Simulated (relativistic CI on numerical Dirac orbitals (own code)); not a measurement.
Radial Dirac CI calculation of Ca⁵⁺.

Command:

```sh
python run_levels.py task.json out
```

Input:

```
atom Ca  Z=20  charge=5  electrons=15
nucleus A=40  rms_radius_fm=3.4776
hamiltonian dirac-coulomb  breit=on  qed=on  c_scale=1
orbitals kli  potential=per-configuration
slater_scale 1
correlation none
mixing on
grid step=0.0125 r_max=17.1
scf mixing=0.4 start=green max_iterations=150 tolerance=2e-08 node_fill=0.05
configurations
  [Ne] 3s2 3p3
  [Ne] 3s 3p4
end
```

Output:

```
SCF 1: [Ne] 3s2 3p3
 iter      energy (Ha)   residual   last orbital (Ha)
    1      -664.626510   1.93e+00     -5.72450
    2      -669.930682   9.52e-01     -4.63978
    3      -671.661995   4.02e-02     -3.82698
    4      -671.662305   1.51e-02     -3.85510
    5      -671.662952   1.01e-03     -3.85041
    6      -671.662965   7.12e-05     -3.84937
    7      -671.662966   4.77e-05     -3.84933
    8      -671.662966   5.85e-08     -3.84940
    9      -671.662966   5.06e-08     -3.84940
   10      -671.662966   4.69e-10     -3.84940
SCF 2: [Ne] 3s 3p4
 iter      energy (Ha)   residual   last orbital (Ha)
    1      -663.591883   1.96e+00     -5.72450
    2      -669.065673   9.58e-01     -4.60953
    3      -670.815400   4.15e-02     -3.78430
    4      -670.815959   1.73e-02     -3.81598
    5      -670.816748   1.40e-03     -3.81177
    6      -670.816762   1.04e-04     -3.81031
    7      -670.816765   3.08e-05     -3.81010
    8      -670.816765   1.01e-07     -3.81017
    9      -670.816765   8.07e-08     -3.81017
   10      -670.816765   2.94e-10     -3.81017
orbital energies (Ha): 1s -148.5563  2s -18.6979  2p1/2 -15.8739  2p3/2 -15.7372  3s -4.6094  3p1/2 -3.8675  3p3/2 -3.8494
configuration averages (Ha): Dirac-Coulomb, Breit, QED
  3s2 3p3                       -671.662966    0.189154    0.126251
  3s 3p4                        -670.816765    0.189186    0.125472
levels: no., configuration, term, J, E (cm-1), weight
   1 3s2 3p3                4S*  3/2              0.0  1.00
   2 3s2 3p3                2D*  3/2          32011.4  0.98
   3 3s2 3p3                2D*  5/2          32355.0  1.00
   4 3s2 3p3                2P*  1/2          53846.3  1.00
   5 3s2 3p3                2P*  3/2          54360.9  0.98
   6 3s 3p4                 4P   5/2         165814.5  1.00
   7 3s 3p4                 4P   3/2         167904.4  1.00
   8 3s 3p4                 4P   1/2         169050.2  1.00
   9 3s 3p4                 2D   3/2         228585.4  1.00
  10 3s 3p4                 2D   5/2         228728.6  1.00
  11 3s 3p4                 2S   1/2         260851.2  0.99
  12 3s 3p4                 2P   3/2         286555.4  1.00
  13 3s 3p4                 2P   1/2         289156.3  0.99
lowest total energy -671.495031 Ha
end: converged
```
